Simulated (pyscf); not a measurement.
## H₃Si–O–B(Cl)–Cl, singlet

Gas-phase minimum from PySCF at ωB97X-D3(BJ)/def2-SVP, one conformer. 

```xyz
8

Si    -1.3987    -0.9218    -0.9901
O     -0.0182    -1.8181    -0.5760
B      1.1958    -1.3945    -0.2138
Cl     1.5459     0.3396    -0.1111
Cl     2.4669    -2.5419     0.1670
H     -1.7972    -0.0768     0.1645
H     -2.4499    -1.9213    -1.2982
H     -1.0992    -0.0872    -2.1817
```

Bonds (Å): Si1–O2 1.697, Si1–H6 1.485, Si1–H7 1.483, Si1–H8 1.485, O2–B3 1.336, B3–Cl4 1.772, B3–Cl5 1.754. Angles (°): O2–Si1–H6 109.2, O2–Si1–H7 105.7, O2–Si1–H8 109.2, H6–Si1–H7 110.8, H6–Si1–H8 111.0, H7–Si1–H8 110.8, Si1–O2–B3 129.6, O2–B3–Cl4 120.4, O2–B3–Cl5 120.7, Cl4–B3–Cl5 119.0.

Properties at ωB97X-D3(BJ)/def2-SVP:

```json
{
  "harmonic_wavenumbers_unscaled": "90, 109, 125, 251, 348, 526, 531, 729, 739, 849, 958, 969, 978, 1001, 1425, 2293, 2297, 2310 cm⁻¹",
  "zero_point_energy": "23.6 kcal/mol",
  "rotational_symmetry_number": "1",
  "Entropy of this conformer at 298 K and 1 atm, rigid rotor and harmonic oscillator, modes under 100 cm⁻¹ raised to 100": "351.0 J/(mol K)",
  "dipole_moment": "1.96 D"
}
```

Single-point totals, which compare only within one level (frozen core for MP2 and CC):

```tsv
level	total energy (hartree)
ωB97X-D3(BJ)/def2-TZVP	-1312.09116
PBE/def2-TZVP	-1311.36799
r²SCAN/def2-TZVP	-1311.88273
B3LYP-D3(BJ)/def2-TZVP	-1312.09174
PBE0-D3(BJ)/def2-TZVP	-1311.48582
M06-2X/def2-TZVP	-1311.93693
ωB97M-D3(BJ)/def2-TZVP	-1312.19439
HF/def2-TZVPP	-1309.48931
MP2/def2-TZVPP	-1310.31826
CCSD/def2-TZVPP	-1310.36945
CCSD(T)/def2-TZVPP	-1310.40561
```

Soft torsions are taken as harmonic, which can shift the entropy by several J/(mol K). The CCSD(T) − MP2 part came from Ansatz, without density fitting, on the same reference.
